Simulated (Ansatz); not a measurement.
C₂HF₃Sn, SMILES `C#[C][Sn]([F])([F])[F]` from Hartree–Fock to CCSD(T)

Cartesian coordinates in Å:
```
C -0.2315 -1.9850 0.8819
C -0.1040 -0.8922 0.3957
Sn 0.1115 0.9538 -0.4243
F 1.7532 1.1777 -1.3256
F 0.0392 2.3407 0.8519
F -1.2241 1.3598 -1.6927
H -0.3444 -2.9547 1.3131
```

Charge 0, multiplicity 1. Correlated methods include outer-core shells of Sn, which these sets cover unevenly. Sn: def2 effective core potential. Geometry: relaxed with PBE0-D4/def2-TZVP. Frozen core, restricted reference, Ansatz.

| basis | HF (Eh) | MP2 corr. | CCSD corr. | (T) | CCSD(T) total |
| --- | --- | --- | --- | --- | --- |
| def2-SVP | -587.68228 | -0.91169 | -0.92566 | ? | ? |
| def2-TZVPP | ? | ? | -1.35177 | -0.04886 | ? |
| def2-QZVPP | -588.20406 | ? | – | – | – |

(1) Fill in the withheld values. (Best estimate.)

Results:

(1) Ansatz gave: def2-SVP (T): -0.02369; def2-SVP CCSD(T) total: -588.63163; def2-TZVPP HF (Eh): -588.18204; def2-TZVPP MP2 corr.: -1.35784; def2-TZVPP CCSD(T) total: -589.58267; def2-QZVPP MP2 corr.: -1.66417.
